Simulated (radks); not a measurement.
Values are calculated unless marked as measured or tabulated.
All-electron atom: W3+ in [Xe] 4f14 5d3 (the NIST ground configuration). Code: a radial shooting solver on a logarithmic mesh with Libxc functionals. Model: non-relativistic Kohn-Sham, TPSS, spin-polarised, spherical densities, point nucleus; open shells are filled with parallel spins first (spin-orbit coupling, left out, can overturn this in heavy ions); meta-GGA in the generalised Kohn-Sham scheme; relativity is left out, which matters for an element this heavy.

Normalised radial functions P(r) = r R(r), r in bohr:

```
   r/bohr * 5s up, o 4f down (the largest magnitude, 1.31, reaches the edge; | marks zero, & curves that meet)
 0.002155                             o*
 0.003292                             o *
 0.005071                             o  *
 0.007812                             o  *
  0.01203                             o  *
  0.01853                             o *
  0.02855                            *o
  0.04397                        *    o
   0.0672                        *    |o
   0.1035                             |*  o
   0.1594                             |       * o
   0.2456                             *                   o
   0.3783                 *           |                          o
   0.5827                             *                       o
   0.8975                             |              o     *
    1.371                             |     o           *
    2.112                             |o    *
    3.254                             o*
    5.012                             &
```

5s up: eigenvalue -94.294 eV, 4 radial nodes at r = 0.0261, 0.0980, 0.248, 0.579 bohr, <r> = 1.17 bohr, 90 % of the charge inside 1.68 bohr. 4f down: eigenvalue -69.795 eV, 0 radial nodes, <r> = 0.586 bohr, 90 % of the charge inside 0.964 bohr.
